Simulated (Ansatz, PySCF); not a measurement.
Isomers of C4H9Br: 1 is CC(C)(C)Br, 2 is CC(C)CBr; one conformer of each (the lowest of an xTB search), B3LYP-D3(BJ)/def2-TZVP minima.
Isomer 1 (charge 0, multiplicity 1):
```xyz
14

C      1.4569     0.0883    -0.0251
C     -0.0338     0.0181    -0.3100
C     -0.7823     1.1992     0.2843
C     -0.6330    -1.3097     0.1213
Br    -0.2531     0.1356    -2.3188
H      1.6139     0.0271     1.0562
H      1.8844     1.0249    -0.3805
H      1.9893    -0.7373    -0.4955
H     -0.6849     1.1681     1.3739
H     -0.3741     2.1452    -0.0688
H     -1.8418     1.1630     0.0344
H     -0.5320    -1.4079     1.2065
H     -0.1184    -2.1475    -0.3474
H     -1.6912    -1.3672    -0.1304
```
Isomer 2 (charge 0, multiplicity 1, Z-matrix in Å and degrees):
```
C
H 1 1.0940
C 1 1.5202 2 107.78
H 3 1.0862 1 111.93 2 -63.12
H 3 1.0879 4 109.56 1 124.77
C 1 1.5264 2 108.74 3 122.20
H 6 1.0895 1 111.42 2 -59.95
H 6 1.0911 7 108.21 1 -121.81
H 6 1.0936 7 108.05 8 -116.50
C 1 1.5333 2 108.27 3 -117.00
H 10 1.0912 1 110.40 2 -61.81
H 10 1.0916 11 107.97 1 -122.30
H 10 1.0931 11 107.67 12 -116.43
Br 3 1.9768 4 104.57 5 112.29
```

No zero-point or thermal terms.

Rows in STO-3G carry no dispersion term and start afresh at each structure; the Pople sets are all-electron and without relativity.

Codes used: Ansatz (Gaussian orbitals); PySCF for STO-3G rows, the dispersion terms. 

**Question.** One of these levels gives 0.142 eV for the electronic energy of isomer 2 less that of isomer 1. Which?
A) HF/STO-3G
B) BLYP/def2-TZVPP
C) BHLYP-D3(BJ)/def2-TZVPP
D) r2SCAN-D3(BJ)/def2-TZVPP

**Answer.** C, BHLYP-D3(BJ)/def2-TZVPP. The others give -0.026 (HF/STO-3G), 0.110 (BLYP/def2-TZVPP), 0.179 (r2SCAN-D3(BJ)/def2-TZVPP)

Ansatz is a quantum-chemistry and plane-wave program.
